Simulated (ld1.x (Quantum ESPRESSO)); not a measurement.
Which change was made? (Ru, TM)

| Property | Result |
| --- | --- |
| Element | Ru (Z = 44) |
| Generator | ld1.x (Quantum ESPRESSO) 7.5 |
| Type | norm-conserving Troullier–Martins (Kleinman–Bylander form) |
| Functional | PBE |
| Relativity | scalar-relativistic |
| Frozen core | [Kr] |
| Valence charge | 8 |
| Reference configuration | 4d6 5s0 5p0 (charge +2) |
| Partial waves | 5s (bound, empty): rc 2.65 bohr; 4d (bound): rc 1.30 bohr; 5p (bound, empty): rc 2.15 bohr |
| Local potential | the p channel |
| Core correction | Bessel-smoothed model core, default radius (core density twice the valence density) |

Cutoffs, loose and tight: the cutoffs (Ry, on a coarse ladder) from which the occupation-weighted sum of valence levels, in a spherical-Bessel basis at the reference potential, stays within 10 and 1 mRy of its value at 400 Ry. They do not see the model core or the augmentation charge, which bear on the density cutoff. Test errors are all-electron minus pseudo excitation energies from the reference, over the configurations 4d7 5s1 5p0; 4d7 5s0 5p0; 4d5 5s0 5p0; 4d4 5s0 5p0; 4d6 5s1 5p0; 4d7 5s0 5p1; 4d6 5s2 5p0; variants that change the core or the reference have their own tests.

The base gives: outcome: generated; cutoff, loose: 60 Ry; cutoff, tight: 70 Ry; bound ghosts: s; largest test error (meV): -1209.

**Question.** After one change the result is: outcome: generated; cutoff, loose: 140 Ry; cutoff, tight: 230 Ry; bound ghosts: none; largest test error (meV): -99. Which change was it?
A. all radii but the core radius scaled by about 1.42 (s 3.76, p 3.04, d 1.84 bohr)
B. wave 5p (bound): rc 2.15 bohr becomes 5p (bound): rc 2.72 bohr
C. core [Ar] 3d10, valence charge 16; reference 4s2 4p6 4d7 5s0 5p0; waves now 4s (bound): rc 1.05 bohr; 4p (bound): rc 1.10 bohr; 4d (bound): rc 1.95 bohr; local potential the d channel

**Answer.** C. The others give: wave 5p (bound): rc 2.15 bohr becomes 5p (bound): rc 2.72 bohr → outcome: generated; cutoff, loose: 60 Ry; cutoff, tight: 70 Ry; bound ghosts: none; largest test error (meV): -1293 | all radii but the core radius scaled by about 1.42 (s 3.76, p 3.04, d 1.84 bohr) → outcome: generated; cutoff, loose: 50 Ry; cutoff, tight: 55 Ry; bound ghosts: none; largest test error (meV): -1259.
